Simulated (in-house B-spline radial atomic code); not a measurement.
## RPA and G0W0 on PBE0: Al IV (Al3+)

Configuration [He] 2s2 2p6, mean-field start PBE0. Computed with an all-electron radial atomic-structure program (B-spline basis): all electrons, non-relativistic, point nucleus, each spin shell either full or empty, empty states to l = 9 with an (l + 1/2)⁻⁴ tail; G0W0 by contour deformation at full frequency.

Command:
```bash
python run_gw.py task.json out
```
Settings (radii: box in bohr, nucleus in fm):
```
Z                        13
electrons                10
configuration            [He] 2s2 2p6
hamiltonian              nr
method                   pbe0
lmax                     9
spin_polarised           False
box_radius               14.14
intervals                48
```

Cost of the run: 0.4 s on 1 thread of Intel(R) Xeon(R) 6975P-C, with other jobs on the host.

Energies (hartree):

```
                                     term       value
                         mean-field total  -240.29286
Hartree-Fock functional on these orbitals  -239.99695
                      direct second order     -0.6623
                    second-order exchange     0.23482
                         SOSEX correction     0.21703
```

(1) What is the RPA correlation energy, and what remains with SOSEX?

Quasi-particle levels (eV):

| level | occupied | mean field | Σx - vxc | Σc | QP weight | G0W0 |
| --- | --- | --- | --- | --- | --- | --- |
| 2p | yes | -108.84 | -13.11 | ? | ? | ? |
| 2s | yes | -148.78 | -18.74 | 5.13 | 0.937 | -162.38 |
| 3s | no | -31.40 | 3.61 | -0.49 | 0.996 | -28.278 |

G0W0 = mean field + (Σx - vxc) + Σc, with Σc (partial-wave tail included) taken at the quasi-particle energy. Levels of low weight are left out.

(2) Where does G0W0 put 2p?

Results:

(1) RPA gives -0.59197 hartree (-1.61 eV per electron); RPA + SOSEX gives -0.37494, and the second-order doubles -0.42747 hartree (no singles). SOSEX takes back 37 % of the RPA value.

(2) At -119.96 eV, with Σc = 2.00 eV and a quasi-particle weight of 0.962. The tabulated removal energy is 119.992 ± 0.0019 eV (NIST, measured); the calculation leaves out relativity, Breit and QED terms, and what these don't explain is the method's own error.
